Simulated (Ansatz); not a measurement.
# An input for GaH3F− (SMILES [F][GaH3-])

The species is GaH3F− (5 atoms), meant as a singlet with charge -1. SMILES: `[F][GaH3-]`. Geometry: a GFN2-xTB relaxation, a rough one for these elements and not checked as a minimum.

```xyz
5

F    -0.5006   -0.4959    1.5331
Ga    0.0294    0.0269   -0.0843
H    -0.8739    1.2297   -0.4738
H    -0.1773   -1.1961   -1.0215
H     1.5223    0.4354    0.0466
```

Settings wanted:

| Setting | Value |
| --- | --- |
| basis set | STO-3G |
| core potential | none |
| integral approximation | none |
| task | energy |
| method | DFT |
| functional | BHLYP |
| dispersion | none |
| reference | RKS |
| accuracy | high |

Q: Give an Ansatz 0.2.0 job that does this.

A: One that was run (others would do as well):

job.yaml:
```yaml
crystal:
  periodic: [false, false, false]
  atoms:
    - {symbol: F, position_ang: [-0.500550, -0.495900, 1.533090]}
    - {symbol: Ga, position_ang: [0.029420, 0.026920, -0.084310]}
    - {symbol: H, position_ang: [-0.873870, 1.229730, -0.473840]}
    - {symbol: H, position_ang: [-0.177300, -1.196140, -1.021500]}
    - {symbol: H, position_ang: [1.522310, 0.435400, 0.046550]}
basis:
  gaussian: {orbitals: STO-3G}
total_charge: -1
hamiltonian: {xc: {name: BHLYP}}
accuracy: high
```

```bash
$ ansatz run job.yaml --threads 1 --pin off --max-ram 2610MiB --events-out events.jsonl --progress --plain --runs-dir runs
```

Calculated total energy: -2002.32833 Eh. Without diffuse functions such a state is poorly described.
